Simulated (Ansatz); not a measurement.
Saddle point of SiH₂SF₂, singlet (SiH₂SF₂ ([F][SiH]([F])[SH]) → SiSF₂ ([F][Si]([F])[S]) + H₂; bonds formed: H2–H4; bonds broken: Si1–H2, S3–H4), PBE0-D4/def2-TZVP structure:

Si1  (-0.028, 0.084, 0.424)
H2  (-0.232, 0.391, -1.217)
S3  (0.837, -1.673, 0.181)
H4  (0.207, -0.486, -1.117)
F5  (-1.513, 0.285, 0.900)
F6  (0.730, 1.400, 0.830)
(Å)

Energies are electronic, without zero-point energy. Barriers and step energies count from the start structure reached by relaxing down the imaginary mode; all methods use the PBE0-D4 structures, on which another method's saddle can fall below an end. Program: Ansatz 0.2.0. Basis: def2-TZVPP, with def2-QZVPP for the basis limit. Cores are frozen in the correlated methods. B3LYP uses VWN-RPA correlation. Extrapolation: Hartree–Fock as exp(−7.88 √X), correlation as X^−2.97.

```
      method  barrier (kcal/mol)  step energy (kcal/mol)
       SPW92               40.78                   34.19
      PBE-D4               44.38                   31.50
     BLYP-D4               48.15                   30.37
   r2SCAN-D4               46.71                   33.06
      B97M-V               46.90                   32.62
     PBE0-D4               48.98                   34.94
    B3LYP-D4               51.51                   33.49
  r2SCAN0-D4               50.14                   35.38
    BHLYP-D4               57.00                   37.27
CAM-B3LYP-D4                   ?                   36.15
     wB97X-V                   ?                   36.60
     wB97M-V                   ?                   34.20
      B2PLYP               52.11                   33.83
    PBE-QIDH               52.03                   36.22
  RPA on PBE               53.72                   34.70
          HF               66.46                   40.21
         MP2               51.75                   33.39
        CCSD               56.25                   36.46
     CCSD(T)               53.55                   34.90
```

(1) Fill in the withheld barriers. (To be estimated.)

No T1 diagnostic of these runs exceeds 0.014.

Answers

(1) Computed: wB97X-V 54.38; CAM-B3LYP-D4 54.07; wB97M-V 52.60 kcal/mol. Each is the energy of the saddle less that of the start structure, by the same method.

For comparison, the barrier by CCSD(T) at an estimated basis limit (MP2 extrapolated from triple and quadruple zeta, plus CCSD(T) − MP2 in triple zeta) is 52.51 kcal/mol.

Labels in which every atom is bracketed show which atoms are joined, not bond orders.

For scale, one of the runs: CCSD(T)/def2-TZVPP, 174 basis functions, launched by `ansatz run in.yaml --threads 2 --pin off --events-out ev --progress --plain --max-ram 4352MiB`. The run took 52 s on 2 CPU threads of an Arm Neoverse V1 (shared host), with 1.5 GiB of host memory at its peak.
